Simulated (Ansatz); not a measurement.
CH₆Al₂O. Charge 0, multiplicity 1. The bonds changed during the relaxation, so this is another structure than the one it started from. Geometry: relaxed with PBE0-D4/def2-TZVP. It is one conformer, not always the lowest.

```xyz
10

O    -0.362   -0.804    1.196
C     0.388    0.389    0.630
Al    1.516    0.139   -0.888
Al   -1.519    0.277    0.101
H     0.000   -1.621    0.835
H     0.572    1.063    1.462
H     1.565   -1.337   -1.482
H     2.262    1.380   -1.528
H    -2.643    1.001    0.941
H    -1.778   -0.488   -1.269
```

Problem. What is the dipole moment at B3LYP/def2-TZVPP? (Estimate.)

Solution. Ansatz gave: 1.58 D, with components (1.16, -0.85, 0.66) D in this frame, pointing from negative to positive charge.

Problem. And with PBE, r2SCAN, ωB97M-V? (An estimate is asked.)

Solution. Ansatz gave: PBE 1.63 D, r2SCAN 1.65 D, ωB97M-V 1.61 D.

Problem. Give the Mulliken charges with B3LYP, r2SCAN, ωB97M-V in def2-TZVPP. (Best estimate.)

Solution. Ansatz gave: 
| atom | B3LYP | r2SCAN | ωB97M-V |
| --- | --- | --- | --- |
| O1 | -0.21 | -0.20 | -0.18 |
| C2 | -0.25 | -0.32 | -0.34 |
| Al3 | 0.38 | 0.45 | 0.35 |
| Al4 | 0.37 | 0.42 | 0.32 |
| H5 | 0.21 | 0.23 | 0.21 |
| H6 | 0.10 | 0.08 | 0.12 |
| H7 | -0.16 | -0.17 | -0.12 |
| H8 | -0.14 | -0.16 | -0.11 |
| H9 | -0.15 | -0.17 | -0.12 |
| H10 | -0.16 | -0.17 | -0.13 |

B3LYP here is the variant with VWN-RPA as its local correlation; programs differ in this.
